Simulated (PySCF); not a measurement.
Species: C₈H₁₀ClP.
Numbering: `[CH3:1][CH:2]([CH3:3])[c:4]1[cH:5][c:6]([Cl:7])[cH:8][cH:9][p:10]1`

Structure used (GFN2-xTB), in Å, numbered top down from 1:
```xyz
20
C8H10ClP angstrom
C     -2.0790   -0.9125    0.7341
C     -1.3784   -0.2090   -0.4288
C     -1.8876    1.2230   -0.5969
C      0.1236   -0.2320   -0.2497
C      0.7023    0.3955    0.8365
C      2.0676    0.4211    1.0730
Cl     2.6347    1.2542    2.4852
C      3.0062   -0.1793    0.2485
C      2.6473   -0.8615   -0.8927
P      1.0304   -1.0820   -1.4770
H     -3.1508   -0.9544    0.5544
H     -1.7054   -1.9291    0.8391
H     -1.9084   -0.3847    1.6690
H     -1.6103   -0.7614   -1.3486
H     -1.3822    1.7069   -1.4302
H     -2.9567    1.2186   -0.7959
H     -1.7085    1.8087    0.3012
H      0.0643    0.8990    1.5497
H      4.0511   -0.1049    0.5166
H      3.4347   -1.3056   -1.4891
```

NICS = −σ at a ghost point: NICS(0) at the centroid of the ring atoms, NICS(1) 1 Å to either side along the normal of their mean plane, zz for the tensor component along that normal. Level: GIAO PBE0/pcSseg-1 (PySCF, non-relativistic, gas phase) on the GFN2-xTB geometry, one conformer.

Ring bond lengths (Å), with Mayer bond orders in brackets: C4–C5 1.381 (1.36), C5–C6 1.386 (1.37), C6–C8 1.386 (1.35), C8–C9 1.377 (1.47), C9–P10 1.733 (1.30), P10–C4 1.747 (1.31).

Q: Give the NICS values of each ring in ppm.

A: 
```csv
ring,type,NICS(0),"NICS(1), two faces","NICS(1)zz, two faces",rms pucker (Å),"centre to ring atoms, mean (Å)"
C4–C5–C6–C8–C9–P10,6-membered ring with P; formal bonds all aromatic,-8.0,-10.3 / -10.3,-24.5 / -24.5,0.00,1.49
```

Q: What can be read from them?

A: 
- C4–C5–C6–C8–C9–P10: mean NICS(1)zz -24.5 ppm, shielded.

Q: How equal are the bonds by HOMA? Use HOMA with the parameters of Krygowski (1993).

A: 
- C4–C5–C6–C8–C9–P10: HOMA 0.92; the largest term is that of P10–C4, α(R − Ropt)² = 0.28.

Q: What is the mean of the two in-plane components of NICS at the first NICS(1) probe listed for ring C4–C5–C6–C8–C9–P10, 1 Å off the ring?

A: The isotropic value is a third of the trace: (3 × -10.3 − (-24.5))/2 = -3.2 ppm.

Q: List the ring angles and the Hirshfeld charges of the ring atoms.

A: 
- C4–C5–C6–C8–C9–P10: C4 123.8° (-0.035 e), C5 123.7° (-0.055 e), C6 123.9° (+0.023 e), C8 122.1° (-0.057 e), C9 125.8° (-0.102 e), P10 100.7° (+0.083 e); sum 720.0° against 720° for a flat convex ring.
